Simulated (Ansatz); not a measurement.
Isolated molecules relaxed with PBE0-D4/def2-TZVP in Ansatz; ΔE leaves out vibrations. CBS: MP2 limit from def2 TZ/QZ plus the TZ coupled-cluster correction, frozen cores. This one scheme is used for every species. Functionals use def2-TZVPP. B3LYP here is the variant with VWN-RPA as its local correlation; programs differ in this. One conformer a species, not always the lowest.

Consider the ligand exchange at the Si–S bond: `N[SiH](O)S` + CH₃NH₂ → `CN[SiH](N)O` + H₂S.

```
             level  ΔE (kJ/mol)  difference from CCSD(T)/CBS
         r2SCAN-D4         -2.2                          3.4
           PBE0-D4          0.4                          6.0
          B3LYP-D4         -6.9                         -1.3
           ωB97X-V         -4.9                          0.7
           ωB97M-V         -6.1                         -0.5
            B2PLYP         -5.6                          0.0
               PBE          4.4                         10.0
              PBE0          2.1                          7.7
             B3LYP         -4.4                          1.2
     HF/def2-TZVPP         -7.9                         -2.3
    MP2/def2-TZVPP         -6.1                         -0.5
   CCSD/def2-TZVPP         -9.4                         -3.8
CCSD(T)/def2-TZVPP         -8.2                         -2.6
     HF/def2-QZVPP         -8.8                         -3.2
    MP2/def2-QZVPP         -4.9                          0.7
      HF/CBS(def2)         -8.9                         -3.3
       CCSD(T)/CBS         -5.6                            0
```

Largest T1 diagnostic among the species: 0.011.
